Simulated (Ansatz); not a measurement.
## triplet Ti: levels of theory in one basis

A single Ti atom.

Basis set: def2-TZVP (spherical functions). Frozen core: 5 orbitals. Correlation on ROHF uses semicanonical orbitals with singles. Charge 0, multiplicity 3.

Computed with Ansatz (development build ahead of 0.2.0); each method stands on the lowest determinant of its kind that the runs found.

```
  method  E − E(ROHF) (eV)  <S²> of the determinant
    ROHF              0.00                     2.00
     UHF             -0.09                     2.01
ROHF-MP2             -6.67                        –
 UHF-MP2             -6.64                     2.01
```

Is a single determinant a sound starting point here?

By this sign, yes. Unrestricted orbitals gain 0.09 eV and <S²> is 2.01 against 2.00 for a pure state.
